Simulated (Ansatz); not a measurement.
Start from `N=C(N)[SiH2]N` and change one atom or group to get `N=C(N)S`.

Ansatz, PBE0-D4/def2-TZVP geometries, multiplicity 1. Each molecule was computed in one conformer, which needn't be the lowest.

```csv
property,`N=C(N)[SiH2]N`
HOMO–LUMO gap (ωB97M-V/def2-TZVPP) / eV,10.67
LUMO energy (B3LYP/def2-TZVPP) / eV,-0.30
size of the dipole moment (B3LYP/def2-TZVPP) / D,2.61
LUMO energy (PBE/def2-TZVPP) / eV,-0.95
HOMO–LUMO gap (B3LYP/def2-TZVPP) / eV,6.24
HOMO energy (PBE0/def2-TZVPP) / eV,-6.77
```

Task: Give the same properties after the change, and the shifts. (Estimate.)

Result: Computed: 
| property | `N=C(N)S` | shift |
| --- | --- | --- |
| HOMO–LUMO gap (ωB97M-V/def2-TZVPP) / eV | 11.30 | 0.63 |
| LUMO energy (B3LYP/def2-TZVPP) / eV | -0.31 | -0.01 |
| size of the dipole moment (B3LYP/def2-TZVPP) / D | 2.35 | -0.26 |
| LUMO energy (PBE/def2-TZVPP) / eV | -1.00 | -0.05 |
| HOMO–LUMO gap (B3LYP/def2-TZVPP) / eV | 6.67 | 0.43 |
| HOMO energy (PBE0/def2-TZVPP) / eV | -7.21 | -0.44 |

Dipoles are sizes alone; their direction can turn.

B3LYP here is the variant with VWN-RPA as its local correlation; programs differ in this.
